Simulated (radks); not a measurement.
Task: Bi75+, 8 electrons, occupied as [He] 2s2 2p4. Method: scalar-relativistic Kohn-Sham, SCAN, spin-polarised, spherical densities, finite nucleus; open shells are filled with parallel spins first (spin-orbit coupling, left out, can overturn this in heavy ions); meta-GGA in the generalised Kohn-Sham scheme; Fermi nuclear charge, rms radius 5.5211 fm; computed with a radial shooting solver on a logarithmic mesh with Libxc functionals. Some entries of the table are withheld. Estimate them.

orbital  occ.  eigenvalue (hartree)  <1/r> (bohr^-1)  <r^2> (bohr^2)
1s up       1                   (1)            103.3       0.0003451
1s down     1                   (2)            103.4       0.0003447
2s up       1             -872.6650            24.91             (3)
2s down     1             -869.7672            24.86             (4)
2p up       3             -789.2830            21.77        0.004194
2p down     1             -785.8192            21.74        0.004211

Result: 
(1) 1s up eigenvalue (hartree): -3633.654
(2) 1s down eigenvalue (hartree): -3631.750
(3) 2s up <r^2> (bohr^2): 0.004988
(4) 2s down <r^2> (bohr^2): 0.005003
